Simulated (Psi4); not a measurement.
H10Si5, triplet, at the geometry of the source list (a higher spin typed on purpose: for a closed-shell molecule this is an excited state); Psi4 1.11 with X3LYP/STO-3G.

Psi4 was given this input:
```
memory 2 GB

molecule mol {
0 3
Si    0.795300    1.189000    1.369000
Si    1.877100   -0.564100    0.269700
Si    0.269800   -1.679800   -1.008300
Si   -1.715200   -0.452200   -0.877500
Si   -1.230300    1.528100    0.259900
H     0.548800    0.830800    2.773800
H     1.614600    2.401400    1.465300
H     2.578300   -1.463800    1.193100
H     2.954700   -0.051900   -0.588000
H     0.080200   -3.060300   -0.546500
H     0.707700   -1.847100   -2.399400
H    -2.751100   -1.217500   -0.170000
H    -2.311100   -0.215300   -2.197500
H    -1.105100    2.641700   -0.691900
H    -2.313600    1.961000    1.148300
}

set {
  basis sto-3g
  reference uks
}

energy('x3lyp')
print_variables()
```

**Question.** Write the output that Psi4 gives for this input, abridged.

**Answer.** 
```
   => Loading Basis Set <=

    Name: STO-3G
    Role: ORBITAL
    Keyword: BASIS

         ---------------------------------------------------------
                                   SCF
               by Justin Turney, Rob Parrish, Andy Simmonett
                          and Daniel G. A. Smith
                              UKS Reference
         ---------------------------------------------------------

  ==> Geometry <==

    Molecular point group: c1
    Full point group: C1

    Geometry (in Angstrom), charge = 0, multiplicity = 3:

       Center              X                  Y                   Z               Mass
    ------------   -----------------  -----------------  -----------------  -----------------
         SI           0.795892795035     1.185223391280     1.366698067066    27.976926534650
         SI           1.877692795035    -0.567876608720     0.267398067066    27.976926534650
         SI           0.270392795035    -1.683576608720    -1.010601932934    27.976926534650
         SI          -1.714607204965    -0.455976608720    -0.879801932934    27.976926534650
         SI          -1.229707204965     1.524323391280     0.257598067066    27.976926534650
         H            0.549392795035     0.827023391280     2.771498067066     1.007825032230
         H            1.615192795035     2.397623391280     1.462998067066     1.007825032230
         H            2.578892795035    -1.467576608720     1.190798067066     1.007825032230
         H            2.955292795035    -0.055676608720    -0.590301932934     1.007825032230
         H            0.080792795035    -3.064076608720    -0.548801932934     1.007825032230
         H            0.708292795035    -1.850876608720    -2.401701932934     1.007825032230
         H           -2.750507204965    -1.221276608720    -0.172301932934     1.007825032230
         H           -2.310507204965    -0.219076608720    -2.199801932934     1.007825032230
         H           -1.104507204965     2.637923391280    -0.694201932934     1.007825032230
         H           -2.313007204965     1.957223391280     1.145998067066     1.007825032230

  Running in c1 symmetry.

  Rotational constants: A =      0.05099  B =      0.05096  C =      0.02683 [cm^-1]
  Rotational constants: A =   1528.54205  B =   1527.66789  C =    804.46024 [MHz]
  Nuclear repulsion =  494.059718278737591

  Charge       = 0
  Multiplicity = 3
  Electrons    = 80
  Nalpha       = 41
  Nbeta        = 39

  ==> Algorithm <==

[...]
      Ntotal   =   79.9999890351 ; deviation = -1.096e-05

   @Spin Contamination Metric:   1.406937908E-03
   @S^2 Expected:                2.000000000E+00
   @S^2 Observed:                2.001406938E+00
   @S   Expected:                1.000000000E+00
   @S   Observed:                1.000000000E+00

    Orbital Energies [Eh]
    ---------------------

    Alpha Occupied:

[...]
    Alpha Virtual:

[...]
    Beta Occupied:

[...]
    Beta Virtual:

[...]
      55A      0.449294

    Final Occupation by Irrep:
              A
    DOCC [    39 ]
    SOCC [     2 ]
    NA   [    41 ]
    NB   [    39 ]

  @DF-UKS Final Energy: -1436.24766775799753

   => Energetics <=

    Nuclear Repulsion Energy =            494.0597182787375914
    One-Electron Energy =               -2985.2817462263692505
    Two-Electron Energy =                1140.3567806449834734
    DFT Exchange-Correlation Energy =     -85.3824204553495605
    Empirical Dispersion Energy =           0.0000000000000000
    VV10 Nonlocal Energy =                  0.0000000000000000
    Total Energy =                      -1436.2476677579975330

  UHF NO Occupations:
  HONO-2 :   39  A 1.9997811
  HONO-1 :   40  A 1.0000000
  HONO-0 :   41  A 1.0000000
  LUNO+0 :   42  A 0.0002189
  LUNO+1 :   43  A 0.0001768
  LUNO+2 :   44  A 0.0001144
  LUNO+3 :   45  A 0.0000711

Computation Completed

Properties will be evaluated at   0.000000,   0.000000,   0.000000 [a0]

Properties computed using the SCF density matrix

 Multipole Moments:

 ------------------------------------------------------------------------------------
     Multipole            Electronic (a.u.)      Nuclear  (a.u.)        Total (a.u.)
 ------------------------------------------------------------------------------------

 L = 1.  Multiply by 2.5417464519 to convert [e a0] to [Debye]
 Dipole X            :         -0.0124729            0.0087373           -0.0037356
 Dipole Y            :          0.0861961           -0.0550453            0.0311509
 Dipole Z            :          0.0528940           -0.0335514            0.0193426
 Magnitude           :                                                    0.0368574

 ------------------------------------------------------------------------------------

  Variable Map:
  ----------------------------------------------------------------------------
[...]
  Array Variable Map:
  ----------------------------------------------------------------------------
[...]
[...]
```
